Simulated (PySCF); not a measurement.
## Fractional electron number in K⁺ (potassium, charge +1)

The 3p beta orbital of [Ar] is emptied in steps (occupation f), with all orbitals relaxed, ending at [Ne] 3s2 3p5. All numbers are calculated (PySCF 2.14, no relativity, point nucleus, in def2-TZVPPD). The exact energy is a straight line in f; departures are measured from the line between the end points of the same method.

```tsv
f	UHF (eV)	LDA (eV)	PBE (eV)	PBE0 (eV)	r2SCAN (eV)	LC-wPBE (eV)	BHandHLYP (eV)	wB97X (eV)	BLYP (eV)	MN15 (eV)
1	0.000	0.000	0.000	0.000	0.000	0.000	0.000	0.000	0.000	0.000
0.75	0.248	-1.298	-1.259	-0.886	-1.160	-0.337	-0.524	-0.400	-1.265	-0.735
0.5	0.321	-1.735	-1.676	-1.178	-1.525	-0.444	-0.701	-0.528	-1.688	-0.967
0.25	0.235	-1.303	-1.252	-0.879	-1.123	-0.326	-0.528	-0.391	-1.265	-0.712
0	0.000	0.000	0.000	0.000	0.000	0.000	0.000	0.000	0.000	0.000
```

For LC-wPBE, how does the orbital energy at f = 1 compare with the removal energy?

−ε = 29.940 eV against a total-energy difference of 31.749 eV. By Janak's theorem ε = ∂E/∂f, so the gap between them reflects the curvature. Along the path −ε is 30.862 (f = 0.75), 31.777 (f = 0.5), 32.651 (f = 0.25) eV.

```json
{"method": "UHF", "E(f=0) − E(f=1) (eV)": "30.503", "−ε at f=1 (eV)": "31.860", "−ε at f=0.5 (eV)": "30.470"}
{"method": "LDA", "E(f=0) − E(f=1) (eV)": "31.865", "−ε at f=1 (eV)": "24.968", "−ε at f=0.5 (eV)": "31.850"}
{"method": "PBE", "E(f=0) − E(f=1) (eV)": "31.601", "−ε at f=1 (eV)": "24.891", "−ε at f=0.5 (eV)": "31.619"}
{"method": "PBE0", "E(f=0) − E(f=1) (eV)": "31.656", "−ε at f=1 (eV)": "26.924", "−ε at f=0.5 (eV)": "31.676"}
{"method": "r2SCAN", "E(f=0) − E(f=1) (eV)": "31.724", "−ε at f=1 (eV)": "25.483", "−ε at f=0.5 (eV)": "31.827"}
{"method": "LC-wPBE", "E(f=0) − E(f=1) (eV)": "31.749", "−ε at f=1 (eV)": "29.940", "−ε at f=0.5 (eV)": "31.777"}
{"method": "BHandHLYP", "E(f=0) − E(f=1) (eV)": "31.576", "−ε at f=1 (eV)": "28.794", "−ε at f=0.5 (eV)": "31.564"}
{"method": "wB97X", "E(f=0) − E(f=1) (eV)": "31.638", "−ε at f=1 (eV)": "29.492", "−ε at f=0.5 (eV)": "31.665"}
{"method": "BLYP", "E(f=0) − E(f=1) (eV)": "31.471", "−ε at f=1 (eV)": "24.737", "−ε at f=0.5 (eV)": "31.469"}
{"method": "MN15", "E(f=0) − E(f=1) (eV)": "31.799", "−ε at f=1 (eV)": "27.847", "−ε at f=0.5 (eV)": "31.859"}
```

Reference removal energy between the ground levels: 31.625 eV (measured; NIST Atomic Spectra Database, ionization energies). The calculation has no spin-orbit coupling. UHF lacks correlation.
